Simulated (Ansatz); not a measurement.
Reaction (formal exchange of groups at a Ge–Se bond): `Cl[CH2][GeH2][SeH]` + `N=C(N)N` → `[NH2][GeH2][CH2]Cl` + `N=C(N)[SeH]`

Computed with Ansatz on PBE0-D4/def2-TZVP structures; ΔE is electronic, products minus reactants. CBS: MP2 limit from def2 TZ/QZ plus the TZ coupled-cluster correction, frozen cores. Functionals use def2-TZVPP. B3LYP here is the variant with VWN-RPA as its local correlation; programs differ in this. For Ge, Se outer-core shells are correlated without core-valence functions, which leaves a few kJ/mol of doubt a bond. Scalar relativity is left out up to krypton. One conformer a species, not always the lowest.

Question: Is it downhill or uphill in electronic energy at CCSD(T)/CBS, and by how much? (Best estimate.)

Answer: The calculation gave: Uphill: ΔE = +68.7 kJ/mol.

Question: What do these levels give: PBE0-D4, B3LYP-D4, ωB97X-V, B2PLYP, PBE, r2SCAN, PBE0, B3LYP, SCS-MP2/def2-TZVPP, CCSD/def2-TZVPP, HF/CBS(def2), CCSD/CBS(def2)? (Best estimate.)

Answer: Computed: PBE0-D4 79.1, B3LYP-D4 71.3, ωB97X-V 75.5, B2PLYP 68.8, PBE 69.9, r2SCAN 71.4, PBE0 79.4, B3LYP 72.2, SCS-MP2/def2-TZVPP 63.7, CCSD/def2-TZVPP 71.0, HF/CBS(def2) 90.1, CCSD/CBS(def2) 73.3 kJ/mol.

Largest T1 diagnostic among the species: 0.013.

In def2-TZVPP, CCSD(T) changes the Hartree–Fock value by −24.4 kJ/mol (the triples alone add −4.6 kJ/mol) and MP2 by −26.5 kJ/mol. From PBE to PBE0 (25 % exact exchange), in def2-TZVPP and without D4, ΔE moves by +9.4 kJ/mol.
